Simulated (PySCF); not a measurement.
Species: hexamethylenetetramine, C6H12N4.
Z-matrix (Å and degrees, PBE0-D3(BJ)/def2-SVP geometry), rows numbered from 1:
```
C 
N   1  1.4607
C   2  1.4607  1  108.10
N   3  1.4606  2  112.17  1    58.35
C   4  1.4607  3  108.11  2   -58.35
N   5  1.4606  4  112.17  3    58.35
C   6  1.4605  1  108.07  2   -58.40
N   7  1.4607  6  112.18  1    58.40
C   8  1.4605  7  108.08  6   -58.39
C   4  1.4606  3  108.09  2    58.40
H   1  1.1023  2  109.16  3    62.76
H   1  1.1022  2  109.14  3  -179.44
H   3  1.1023  2  109.16  1   -62.77
H   3  1.1023  2  109.15  1   179.44
H   5  1.1023  4  109.17  3   -62.77
H   5  1.1023  4  109.15  3   179.45
H   7  1.1023  6  109.16  1   179.53
H   7  1.1023  6  109.15  1   -62.71
H   9  1.1023  2  109.14  1  -179.47
H   9  1.1023  2  109.16  1    62.75
H  10  1.1023  4  109.15  3    62.70
H  10  1.1023  4  109.17  3  -179.51
```

ESP-fitted charges (e) from the PBE0/pcSseg-1 density (PySCF), one withheld:

```tsv
atom	bonded to	charge
C1	N2 N6 H11 H12	-0.3499
N2	C1 C3 C9	-0.2150
C3	N2 N4 H13 H14	-0.3508
N4	C3 C5 C10	-0.1982
C5	N4 N6 H15 H16	?
N6	C5 C7 C1	-0.2167
C7	N6 N8 H17 H18	-0.3435
N8	C7 C9 C10	-0.1891
C9	N8 N2 H19 H20	-0.3540
C10	N8 N4 H21 H22	-0.4289
H11	C1	+0.2478
H12	C1	+0.2435
H13	C3	+0.2434
H14	C3	+0.2463
H15	C5	+0.2327
H16	C5	+0.2356
H17	C7	+0.2411
H18	C7	+0.2422
H19	C9	+0.2480
H20	C9	+0.2460
H21	C10	+0.2659
H22	C10	+0.2649
```

(1) What is the charge on C5?

(2) Add each hydrogen's charge to the atom that carries it.

(3) Across which bond do the charges differ most?

(4) Take the bonds between elements whose Pauling electronegativities differ by more than 0.25. In how many does the more electronegative atom carry the lower charge?

(5) How much positive and how much negative charge does this set hold in all?

Answers

(1) The charges add up to the total charge, 0. The others sum to +0.3113, which leaves -0.3113 e for C5 (sp3 carbon bound to nitrogen); the computed value is -0.3111, the difference coming from rounding.

(2) C1 +0.1414, C3 +0.1389, C5 +0.1572, C7 +0.1398, C9 +0.1400, C10 +0.1019. Atoms without hydrogen keep their charges.

(3) H21–C10: +0.2659 on H21 against -0.4289 on C10, a difference of 0.6948 e (C10–H22 within 0.003 e of it). The lower charge is on the more electronegative element of the two (Pauling values: C 2.55, H 2.20).

(4) In 12 of 24; it doesn't in C1–N2, N2–C3, C3–N4, N4–C5, C5–N6, N6–C7 and 6 more.

(5) +2.9574 e on 12 atoms and -2.9572 e on 10.

The ESP scheme fits charges at the nuclei, held to the total charge, to the electrostatic potential on points at 1.4 to 2.0 times the van der Waals radii. Geometry: PBE0-D3(BJ)/def2-SVP; no solvent, vibrations or thermal averaging.

These values come from a run that also computed NMR shieldings. On Arm Neoverse V1, one thread, shared host with 32 logical CPUs at a one-minute load of 22, this took 65 s of wall time (grids of density and orbitals included) and 1.7 GiB of memory at its peak.
